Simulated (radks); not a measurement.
Values are calculated unless marked as measured or tabulated.
Q: Species: Os VI. Configuration: [Xe] 4f14 5d3 (the NIST ground configuration). Code: a radial shooting solver on a logarithmic mesh with Libxc functionals. Model: scalar-relativistic Kohn-Sham, PBE, spin-polarised, spherical densities, finite nucleus; open shells are filled with parallel spins first (spin-orbit coupling, left out, can overturn this in heavy ions); Fermi nuclear charge, rms radius 5.4126 fm. Some entries of the table are withheld. Estimate them.

orbital,occ.,eigenvalue (eV),<r^2> (bohr^2),r(max) (bohr)
1s down,1,-73909.01,0.0004336,0.01103
1s up,1,-73909.01,0.0004336,0.01103
2s up,1,-12924.99,0.006643,0.06340
2s down,1,-12924.76,0.006643,0.06340
2p up,3,-11265.70,0.005532,0.05219
2p down,3,-11265.51,0.005532,0.05219
3s up,1,-3055.894,0.04299,0.1788
3s down,1,-3055.820,0.04299,0.1788
3p up,3,-2568.435,0.04388,0.1774
3p down,3,-2568.350,0.04388,0.1774
3d up,5,-2023.114,0.03636,0.1444
3d down,5,-2022.955,0.03636,0.1444
4s up,1,-694.2480,0.2105,0.4048
4s down,1,-694.0352,0.2105,0.4048
4p up,3,-534.2912,0.2399,0.4251
4p down,3,-534.0935,0.2399,0.4251
4d up,5,-335.4751,0.2767,0.4345
4d down,5,-335.2404,0.2764,0.4346
5s up,1,-153.7268,1.114,0.9125
5s down,1,-151.8092,1.101,0.9087
4f up,7,-114.5352,0.3788,0.4055
4f down,7,-114.1172,0.3740,0.4054
5p up,3,(1),1.460,1.025
5p down,3,(2),1.445,1.019
5d up,3,-63.4892,2.473,1.273
5d down,0,-60.6580,2.490,1.265
6s up,0,-52.8637,5.390,2.066
6s down,0,-50.7373,5.449,2.079
6p up,0,-41.8725,7.274,2.417

A: 
(1) 5p up eigenvalue (eV): -112.2545
(2) 5p down eigenvalue (eV): -109.8300
